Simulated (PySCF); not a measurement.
Isomers of C8H9B, from PBE0-D3(BJ)/def2-SVP geometry optimisation, gas phase in PySCF. One conformer each, no zero-point energy, no frequencies.

Task: Which is lowest in electronic energy at this level?
A. `[CH:1]#[C:2]/[CH:3]=[CH:4]/[CH2:5][BH:6][C:7]#[C:8][CH3:9]` with C3–C4–C5–B6 -124°, C4–C5–B6–C7 154°: A = 7986, B = 416.9, C = 411.0 MHz, dipole 3.09 D
B. `C#C/C=C\C#CB(C)C`: A = 2883, B = 741.3, C = 594.1 MHz, dipole 0.59 D
C. `[BH2:1][C:2]1=[CH:3][C@@H:4]2[C@@H:5]3[CH:6]=[CH:7][C@H:8]1[C@H:9]23` with H–B1–C2–C3 -13° and 168°, C2–C3–C4–C5 54°, C3–C4–C5–C6 1°, C4–C5–C6–C7 -56°, C6–C7–C8–C9 -16°: A = 3080, B = 1913, C = 1518 MHz, dipole 2.22 D
D. `C#C/C=C/C#CB(C)C`: A = 6293, B = 473.4, C = 445.6 MHz, dipole 0.35 D
E. `[CH:1]#[C:2][B:3]1[CH2:4][CH2:5][C@H:6]([C:7]#[CH:8])[CH2:9]1` with C2–B3–C4–C5 -167°, B3–C4–C5–C6 -31°, C4–C5–C6–C7 166°, C5–C6–C9–B3 -30°: A = 4385, B = 833.9, C = 724.0 MHz, dipole 1.08 D
F. `[CH:1]#[C:2]/[CH:3]=[CH:4]\[CH2:5][BH:6][C:7]#[C:8][CH3:9]` with C3–C4–C5–B6 -124°, C4–C5–B6–C7 159°: A = 3086, B = 591.3, C = 508.2 MHz, dipole 2.39 D

Result: C. That is `BC1=C[C@@H]2[C@@H]3C=C[C@H]1[C@H]23`, 27.6 kcal/mol below the next.

```tsv
SMILES	mapped SMILES	E (Eh)	relative (kcal/mol)	relative (kJ/mol)	dipole (D)
BC1=C[C@@H]2[C@@H]3C=C[C@H]1[C@H]23	[BH2:1][C:2]1=[CH:3][C@@H:4]2[C@@H:5]3[CH:6]=[CH:7][C@H:8]1[C@H:9]23	-334.39887	0.0	0.0	2.22
C#CB1CC[C@H](C#C)C1	[CH:1]#[C:2][B:3]1[CH2:4][CH2:5][C@H:6]([C:7]#[CH:8])[CH2:9]1	-334.35484	27.6	115.6	1.08
C#C/C=C/C#CB(C)C	[CH:1]#[C:2]/[CH:3]=[CH:4]/[C:5]#[C:6][B:7]([CH3:8])[CH3:9]	-334.34609	33.1	138.6	0.35
C#C/C=C\C#CB(C)C	[CH:1]#[C:2]/[CH:3]=[CH:4]\[C:5]#[C:6][B:7]([CH3:8])[CH3:9]	-334.34552	33.5	140.1	0.59
C#C/C=C\CBC#CC	[CH:1]#[C:2]/[CH:3]=[CH:4]\[CH2:5][BH:6][C:7]#[C:8][CH3:9]	-334.32457	46.6	195.1	2.39
C#C/C=C/CBC#CC	[CH:1]#[C:2]/[CH:3]=[CH:4]/[CH2:5][BH:6][C:7]#[C:8][CH3:9]	-334.32353	47.3	197.8	3.09
```

As drawn, the lowest has a three-membered ring, which the highest lacks; the highest has a C≡C bond, which the lowest lacks.
